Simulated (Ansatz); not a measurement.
Al(Br)(Me)2 (C₂H₆AlBr), SMILES [CH3][Al]([CH3])[Br].

Coordinates come from a PBE-D3(BJ)/def2-SVP optimisation. The structure was generated by enumeration; whether it is a known compound was not checked.

Two levels are set side by side: PBE/def2-SVPD (Ansatz, a program for electronic structure) and CAM-B3LYP/def2-SVPD (Ansatz). Energy differences of separate SCF runs at the same geometry; the states with an electron removed or added have multiplicity 2 and 2. Differences are taken from unrounded values.

```tsv
quantity	CAM-B3LYP
vertical ionisation energy (eV)	9.99
vertical singlet–triplet gap (eV)	5.59
```

**Question.** What does PBE give, and how far is it from CAM-B3LYP? (The exact figures need the calculation; the answer reports its results.)

**Answer.** 
| quantity | PBE | PBE minus CAM-B3LYP |
|---|---|---|
| vertical ionisation energy (eV) | 9.33 | -0.66 |
| vertical singlet–triplet gap (eV) | 4.77 | -0.82 |
